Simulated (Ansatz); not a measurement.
Two structures of BHBrOF, singlet, reached by relaxing down either side of one saddle point (PBE0-D4/def2-TZVP). Energies are electronic, without zero-point energy. Ansatz 0.2.0; basis: def2-TZVPP and def2-QZVPP; cores frozen in the correlated methods. Filled d shells of the heavier atoms are correlated. The def2 sets are not built for correlating such inner shells, so the correlated values are less sure here. Extrapolation: Hartree–Fock as exp(−7.88 √X), correlation as X^−2.97. First:

```xyz
5
angstrom
B -0.0715 0.0911 0.3722
Br 1.2379 -1.3146 0.5522
O -0.5076 0.5168 -0.8211
H -0.1104 0.0603 -1.5665
F -0.5484 0.6465 1.4630
```

Second:

```
5
angstrom
B -0.8871 0.9823 0.6858
Br 1.8165 -2.0045 -1.2286
O -0.3636 0.3838 -0.2230
H 0.8785 -0.9805 -0.8773
F -1.4443 1.6190 1.6430
```

Problem. Which bonds change from the first to the second?

Solution. BHBrOF ([OH][B]([F])[Br]) → BOF + HBr; bonds formed: Br2–H4; bonds broken: B1–Br2, O3–H4.

Problem. Give the saddle point's structure and its height above each. (To be estimated.)

Solution. The calculation gives: 228.5 kJ/mol above the first and 61.0 kJ/mol above the second (CCSD(T) at an estimated basis limit (MP2 extrapolated from triple and quadruple zeta, plus CCSD(T) − MP2 in triple zeta)).
```
5
angstrom
B -0.4263 0.4722 0.3325
Br 1.2464 -1.3455 -0.0412
O -0.6018 0.6155 -0.8934
H 0.3579 -0.4230 -0.9843
F -0.5763 0.6808 1.5863
```

T1 diagnostic: at most 0.013.

Labels in which every atom is bracketed show which atoms are joined, not bond orders.

For scale, one of the runs: CCSD(T)/def2-TZVPP, 155 basis functions, launched by `ansatz run in.yaml --threads 2 --pin off --events-out ev --progress --plain --max-ram 4352MiB`. Hardware: 2 CPU threads of an Arm Neoverse V2, shared host. Wall time 45 s; peak host memory 1.2 GiB.
